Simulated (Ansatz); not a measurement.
PBE exchange is replaced step by step with exact exchange (0 % is PBE, 25 % PBE0; no dispersion term), basis def2-TZVPD, Ansatz. System: [FeNF4]- (FeNF₄⁻). Total charge -1; singlet. Geometry: B3LYP-D4/def2-SVPD.

Geometry of the singlet:

```xyz
6

Fe   -0.007   -0.011   -0.063
N    -0.174   -0.251   -1.500
F    -1.683   -0.002    0.602
F    -0.056    1.783    0.115
F     1.773    0.133    0.180
F     0.146   -1.652    0.666
```

At PBE0-D4/def2-TZVPD the restricted singlet is unstable: a solution with broken spin symmetry lies lower. The order of the spin states hangs on the level: the triplet lies 0.21 eV below the singlet at PBE with 35 % exact exchange/def2-TZVPD, but 0.63 eV above it at PBE-D4/def2-TZVPD. The triplet is doubtful at PBE with 35 % exact exchange/def2-TZVPD (⟨S²⟩ 2.82, where a pure state has 2.00).

| exact exchange (%) | HOMO (eV) | LUMO (eV) | gap (eV) |
| --- | --- | --- | --- |
| 0 | -1.36 | -0.13 | 1.23 |
| 5 | -1.95 | -0.01 | 1.94 |
| 10 | -2.54 | 0.11 | 2.65 |
| 15 | -3.13 | 0.23 | 3.36 |
| 25 | -4.29 | 0.48 | 4.77 |
| 50 | -6.74 | 1.07 | 7.81 |

(1) Estimate the row for 35 %.

Answers

(1) 
```csv
exact exchange (%),HOMO (eV),LUMO (eV),gap (eV)
35,-5.44,0.72,6.15
```
